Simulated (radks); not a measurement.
Spherical quantum dot in the effective-mass picture: electrons in a hard-walled sphere of radius 3.25, all in effective atomic units (hartree* = m*/eps^2 hartree, bohr* = eps/m* bohr), one dielectric constant everywhere. Method: non-relativistic Kohn-Sham, LDA (Slater exchange, Perdew-Wang correlation), spin-polarised, spherical densities; computed with a radial shooting solver with Libxc functionals. Levels are named by radial order and angular momentum (1s, 1p, 1d, 2s, ...), and open shells are averaged over m. Results are scaled to m* = 0.107 and eps = 17.7, for which hartree* = 9.294 meV and bohr* = 8.754 nm.

N = 4, configuration 1s2 1p(up 2, down 0). This is the lowest configuration that the search found. Occupied and some empty levels:

| level | occupation | eigenvalue (meV) | <r> (nm) |
|---|---|---|---|
| 1s up | 1 | 18.357 | 15.77 |
| 1s down | 1 | 19.141 | 15.70 |
| 1p up | 2 | 22.009 | 17.68 |
| 1p down | 0 | 22.833 | 17.68 |
| 1d up | 0 | 27.181 | 18.93 |
| 1d down | 0 | 28.002 | 18.96 |
| 2s up | 0 | 31.797 | 13.69 |
| 2s down | 0 | 32.348 | 13.70 |
| 1f up | 0 | 33.666 | 19.86 |
| 1f down | 0 | 34.469 | 19.89 |

Energy (meV): total 50.2729, kinetic 27.348, external 0, Hartree 34.954, exchange-correlation -12.029.
